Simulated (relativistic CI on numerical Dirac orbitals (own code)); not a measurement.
**Electric-dipole transitions in Rh⁴⁺**

Computed by Dirac-Coulomb-Breit CI, KLI orbitals optimised for each configuration, QED by a radiative potential, valence Slater integrals scaled by 0.85, P86 correlation energy added to each configuration (own radial code, finite nucleus).

CI space (outside the closed core [Ar] 3d10): 4s²4p⁶4d⁵, 4s²4p⁶4d⁴5s, 4s²4p⁶4d⁴4f, 4s²4p⁶4d⁴5p, 4s²4p⁵4d⁶, 4s²4p⁶4d³5s², 4s²4p⁶4d⁴5d, 4s²4p⁶4d⁴6s, 4s²4p⁶4d⁴6p, 4s²4p⁶4d³5s5p, 4s²4p⁶4d⁴6d, 4s²4p⁶4d⁴5f, 4s²4p⁴4d⁷, 4s²4p⁶4d⁴5g, 4s4p⁶4d⁶. Levels of other configurations are missing.

| λ vac (Å) | Lower | Upper | A (s⁻¹) | log gf | S velocity/length |
| --- | --- | --- | --- | --- | --- |
| 474.25 | 4s²4p⁶4d⁵ ⁶S5/2 [1] | 4s²4p⁶4d⁴5p ⁶P°3/2 [107] | 3.79e+09 | -0.29 | 0.75 |
| 475.40 | 4s²4p⁶4d⁵ ⁶S5/2 [1] | 4s²4p⁶4d⁴5p ⁶P°7/2 [106] | 6.36e+09 | 0.24 | 0.73 |
| 477.39 | 4s²4p⁶4d⁵ ⁶S5/2 [1] | 4s²4p⁶4d⁴5p ⁶P°5/2 [104] | 5.37e+09 | 0.04 | 0.73 |
| 479.60 | 4s²4p⁶4d⁵ ⁴G11/2 [4] | 4s²4p⁶4d⁴5p ⁴F°9/2 [161] | 3.24e+09 | 0.05 | 0.69 |
| 482.46 | 4s²4p⁶4d⁵ ⁴G9/2 [6] | 4s²4p⁶4d⁴5p ⁴F°7/2 [154] | 3.51e+09 | -0.01 | 0.70 |
| 483.23 | 4s²4p⁶4d⁵ ⁴G7/2 [3] | 4s²4p⁶4d⁴5p ⁴F°5/2 [148] | 3.26e+09 | -0.16 | 0.70 |
| 483.37 | 4s²4p⁶4d⁵ ⁴G11/2 [4] | 4s²4p⁶4d⁴5p ²I°11/2 [149] | 1.91e+09 | -0.10 | 0.72 |
| 484.46 | 4s²4p⁶4d⁵ ⁴G7/2 [3] | 4s²4p⁶4d⁴5p ⁴G°7/2 [146] | 4.51e+09 | 0.10 | 0.72 |
| 484.92 | 4s²4p⁶4d⁵ ⁴G9/2 [6] | 4s²4p⁶4d⁴5p ⁴G°9/2 [147] | 3.27e+09 | 0.06 | 0.72 |
| 485.85 | 4s²4p⁶4d⁵ ⁴G5/2 [2] | 4s²4p⁶4d⁴5p ⁴G°5/2 [142] | 2.89e+09 | -0.21 | 0.71 |
| 489.58 | 4s²4p⁶4d⁵ ⁴G11/2 [4] | 4s²4p⁶4d⁴5p ⁴I°11/2 [140] | 1.82e+09 | -0.10 | 0.73 |
| 491.88 | 4s²4p⁶4d⁵ ⁴G11/2 [4] | 4s²4p⁶4d⁴5p ⁴G°11/2 [138] | 1.93e+09 | -0.08 | 0.71 |
| 494.10 | 4s²4p⁶4d⁵ ²I11/2 [14] | 4s²4p⁶4d⁴5p ²I°11/2 [193] | 2.96e+09 | 0.11 | 0.71 |
| 497.90 | 4s²4p⁶4d⁵ ²I13/2 [16] | 4s²4p⁶4d⁴5p ²I°13/2 [189] | 3.52e+09 | 0.26 | 0.71 |
| 499.89 | 4s²4p⁶4d⁵ ²I11/2 [14] | 4s²4p⁶4d⁴5p ²H°11/2 [176] | 3.10e+09 | 0.14 | 0.70 |
| 515.63 | 4s²4p⁶4d⁵ ⁴G11/2 [4] | 4s²4p⁶4d⁴5p ⁴F°9/2 [120] | 1.80e+09 | -0.14 | 0.66 |
| 1446.0 | 4s²4p⁶4d⁴5s ⁴H13/2 [51] | 4s²4p⁶4d⁴5p ⁴I°15/2 [150] | 1.24e+09 | 0.79 | 0.98 |
| 1449.8 | 4s²4p⁶4d⁴5s ⁴H11/2 [50] | 4s²4p⁶4d⁴5p ⁴I°13/2 [144] | 9.01e+08 | 0.60 | 0.97 |
| 1455.1 | 4s²4p⁶4d⁴5s ⁶D9/2 [42] | 4s²4p⁶4d⁴5p ⁶F°11/2 [109] | 1.22e+09 | 0.67 | 0.96 |
| 1591.6 | 4s²4p⁶4d⁴5s ⁴H13/2 [51] | 4s²4p⁶4d⁴5p ⁴H°13/2 [131] | 7.04e+08 | 0.57 | 0.94 |

Terms are leading LS components. Brackets give the number of a level in order of energy, since labels repeat. The list gives strong lines, with weight on those to low levels, among the lowest 200 of 2892 levels, so that lines to higher ones, which can be the strongest, are missing. Levels whose partners in the same complex of configurations lie outside the list can be far off, and so can their lines. Rates are taken at the computed energies, electric ones in the length gauge. A velocity-to-length ratio far from 1 marks an uncertain rate.

At this charge configurations can still be misplaced by up to about 7 % of their energy.

LS names give the leading component of a level, which can be under half, so a name can repeat, a term be missing and a line seem to break the LS rules.
